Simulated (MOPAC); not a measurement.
Job for MOPAC: PM6 on H3N3 (a complex), monomers drawn apart or pushed together.

```
PM6 1SCF PRECISE CHARGE=0 THREADS=1
H3N3

N     -0.15989024 1     0.18569666 1    -0.16589829 1
H     -0.38509107 1     0.33453743 1    -1.14295921 1
H      0.76478673 1     0.56906909 1    -0.00636693 1
H     -0.09523295 1    -0.81509797 1    -0.01874501 1
N      0.64995134 1    -0.53060488 1     5.51271705 1
N     -0.05858894 1    -0.06357451 1     6.19781781 1
```

It printed:

```
*******************************************************************************
 **                                                                           **
 **                              MOPAC v23.2.5                                **
 **                                                                           **
 *******************************************************************************
 ** MOPAC's Digital Object Identifier: https://doi.org/10.5281/zenodo.6511958 **
 **                                                                           **
 ** Please cite the open-source release paper for use of this MOPAC version:  **
 ** J. E. Moussa and J. J. P. Stewart (2026)                                  **
 ** MOPAC: An open-source semiempirical molecular orbital program             **
 ** J. Open Source Softw., 11(119), 8025, https://doi.org/10.21105/joss.08025 **
 *******************************************************************************

                              PM6 CALCULATION RESULTS

 *******************************************************************************
 *  PM6        - The PM6 Hamiltonian to be used
 *
 *
 *
 *                 CHARGE ON SYSTEM = 0
 *
 *
 *
 *  PRECISE    - TIGHTER CRITERIA TO BE USED
 *  1SCF       - DO 1 SCF AND THEN STOP
 *  THREADS=1  - MULTI-THREADING NOT USED
 *  T=         - A TIME OF 172800.0 SECONDS REQUESTED
 *  DUMP=N     - RESTART FILE WRITTEN EVERY 7200.0 SECONDS REQUESTED
 *******************************************************************************
PM6 1SCF PRECISE CHARGE=0 THREADS=1
 H3N3

   ATOM   CHEMICAL          X               Y               Z
  NUMBER   SYMBOL      (ANGSTROMS)     (ANGSTROMS)     (ANGSTROMS)

     1       N         -0.15989024  *   0.18569666  *  -0.16589829  *
     2       H         -0.38509107  *   0.33453743  *  -1.14295921  *
     3       H          0.76478673  *   0.56906909  *  -0.00636693  *
     4       H         -0.09523295  *  -0.81509797  *  -0.01874501  *
     5       N          0.64995134  *  -0.53060488  *   5.51271705  *
     6       N         -0.05858894  *  -0.06357451  *   6.19781781  *



          CARTESIAN COORDINATES

    NO.       ATOM           X           Y           Z

     1         N         -0.1599      0.1857     -0.1659
     2         H         -0.3851      0.3345     -1.1430
     3         H          0.7648      0.5691     -0.0064
     4         H         -0.0952     -0.8151     -0.0187
     5         N          0.6500     -0.5306      5.5127
     6         N         -0.0586     -0.0636      6.1978

 General Reference for PM6:
 "Optimization of Parameters for Semiempirical Methods V: Modification of NDDO Approximations
 and Application to 70 Elements", J. J. P. Stewart, J. Mol. Mod., 13, 1173-1213 (2007)
 URL: https://link.springer.com/article/10.1007/s00894-007-0233-4

           Empirical Formula: H3 N3  =     6 atoms



      MOLECULAR POINT GROUP   :   Cs


      RHF CALCULATION, NO. OF DOUBLY OCCUPIED LEVELS = 9


 -------------------------------------------------------------------------------
 PM6 1SCF PRECISE CHARGE=0 THREADS=1
 H3N3



     1SCF WAS SPECIFIED, SO BFGS WAS NOT USED
     SCF FIELD WAS ACHIEVED


                              PM6 CALCULATION
                                                       MOPAC v23.2.5 Linux




          FINAL HEAT OF FORMATION =         38.64303 KCAL/MOL =     161.68244 KJ/MOL


          COSMO AREA              =        103.13 SQUARE ANGSTROMS
          COSMO VOLUME            =         67.75 CUBIC ANGSTROMS

          IONIZATION POTENTIAL    =         10.140838 EV
          HOMO LUMO ENERGIES (EV) =        -10.141  0.282
          NO. OF FILLED LEVELS    =          9
          MOLECULAR WEIGHT        =         45.0438         POINT GROUP:  Cs

          MOLECULAR DIMENSIONS (Angstroms)

            Atom       Atom       Distance
            N     6    H     2     7.35881
            H     4    H     3     1.62945
            H     2    N     5     0.89182


          SCF CALCULATIONS        =          1





   ATOM   CHEMICAL          X               Y               Z
  NUMBER   SYMBOL      (ANGSTROMS)     (ANGSTROMS)     (ANGSTROMS)

     1       N         -0.15989024  *   0.18569666  *  -0.16589829  *
     2       H         -0.38509107  *   0.33453743  *  -1.14295921  *
     3       H          0.76478673  *   0.56906909  *  -0.00636693  *
     4       H         -0.09523295  *  -0.81509797  *  -0.01874501  *
     5       N          0.64995134  *  -0.53060488  *   5.51271705  *
     6       N         -0.05858894  *  -0.06357451  *   6.19781781  *

                             CARTESIAN COORDINATES

   1    N       -0.159890240     0.185696660    -0.165898290
   2    H       -0.385091070     0.334537430    -1.142959210
   3    H        0.764786730     0.569069090    -0.006366930
   4    H       -0.095232950    -0.815097970    -0.018745010
   5    N        0.649951340    -0.530604880     5.512717050
   6    N       -0.058588940    -0.063574510     6.197817810


           Empirical Formula: H3 N3  =     6 atoms



      MOLECULAR POINT GROUP   :   Cs


                  EIGENVALUES
 -38.17627 -30.87939 -18.70976 -16.85801 -16.85491 -16.12429 -16.09459 -12.61950
 -10.14084   0.28160   0.28470   3.62968   4.34954   6.71806   6.73194


              NET ATOMIC CHARGES AND DIPOLE CONTRIBUTIONS

  ATOM NO.   TYPE          CHARGE      No. of ELECS.   s-Pop       p-Pop
    1          N          -0.594836        5.5948     1.59411     4.00073
    2          H           0.198538        0.8015     0.80146
    3          H           0.198114        0.8019     0.80189
    4          H           0.198184        0.8018     0.80182
    5          N          -0.001324        5.0013     1.78950     3.21182
    6          N           0.001324        4.9987     1.78954     3.20914
 DIPOLE           X         Y         Z       TOTAL
 POINT-CHG.     0.722    -0.443    -0.636     1.059
 HYBRID         0.831    -0.510    -0.739     1.224
 SUM            1.553    -0.953    -1.375     2.283


          ATOMIC ORBITAL ELECTRON POPULATIONS

     Atom    s        px        py        pz
    1  N   1.59411   1.39661   1.25629   1.34783
    2  H   0.80146
    3  H   0.80189
    4  H   0.80182
    5  N   1.78950   1.08958   1.03924   1.08301
    6  N   1.78954   1.08820   1.03800   1.08294

 **********************
 *                    *
 * JOB ENDED NORMALLY *
 *                    *
 **********************




 == MOPAC DONE ==
```

The run finished.

Cost: roughly 0.020 core-seconds.
